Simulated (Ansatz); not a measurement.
Tuning the range parameter of LC-ωPBE so that −HOMO meets the ionisation energy; basis def2-TZVP, Ansatz. System: Sc2N2 (the lowest singlet isomer of a short search). The state is a singlet with charge 0. Geometry: r2SCAN-D4/def2-SVP. The ionised state is a doublet.

Geometry of the singlet:

```xyz
4

Sc    0.8120   -0.9027    0.5893
Sc   -0.8120    0.9027   -0.5893
N     0.4670   -0.3389   -1.1628
N    -0.4671    0.3389    1.1627
```

The structure comes from a short search, and lower isomers may exist.

```tsv
ω (1/bohr)	HOMO (eV)	LUMO (eV)	vertical IE (eV)	HOMO + IE (eV)
0.1	-4.96	-0.78	6.43	1.46
0.15	-5.47	-0.38	6.40	0.93
0.2	-5.87	-0.13	6.37	0.50
```

**Question.** Estimate the row for 0.3 bohr⁻¹.

**Answer.** 
```json
{"ω (1/bohr)": "0.3", "HOMO (eV)": "-6.45", "LUMO (eV)": "0.10", "vertical IE (eV)": "6.31", "HOMO + IE (eV)": "-0.14"}
```

**Question.** Where does the tuning condition hold?

**Answer.** Near ω = 0.28 bohr⁻¹, by linear interpolation.
